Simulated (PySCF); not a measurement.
## Radial density of Ga³⁺ (gallium, charge +3)

BP86, [Ar] 3d10, closed-shell 1S. Computed with PySCF 2.14 in aug-cc-pVTZ-PP with ECP10MDF (6s5p4d2f, 55 functions), with a scalar-relativistic core potential. This is the valence pseudo-density: the core potential removes the inner electrons and smooths the orbitals near the nucleus.

```json
{"r (bohr)": "0.00247", "4πr²ρ (e/bohr)": "2.547e-05"}
{"r (bohr)": "0.00415", "4πr²ρ (e/bohr)": "6.919e-05"}
{"r (bohr)": "0.00698", "4πr²ρ (e/bohr)": "0.0001773"}
{"r (bohr)": "0.0117", "4πr²ρ (e/bohr)": "0.0004159"}
{"r (bohr)": "0.0197", "4πr²ρ (e/bohr)": "0.0009285"}
{"r (bohr)": "0.0332", "4πr²ρ (e/bohr)": "0.002455"}
{"r (bohr)": "0.0558", "4πr²ρ (e/bohr)": "0.01611"}
{"r (bohr)": "0.0939", "4πr²ρ (e/bohr)": "0.1713"}
{"r (bohr)": "0.158", "4πr²ρ (e/bohr)": "1.417"}
{"r (bohr)": "0.266", "4πr²ρ (e/bohr)": "7.717"}
{"r (bohr)": "0.447", "4πr²ρ (e/bohr)": "23.63"}
{"r (bohr)": "0.752", "4πr²ρ (e/bohr)": "20.55"}
{"r (bohr)": "1.26", "4πr²ρ (e/bohr)": "4.480"}
{"r (bohr)": "2.13", "4πr²ρ (e/bohr)": "0.3042"}
{"r (bohr)": "3.58", "4πr²ρ (e/bohr)": "0.003855"}
```

Energies and moments cover only the electrons outside the core potential.
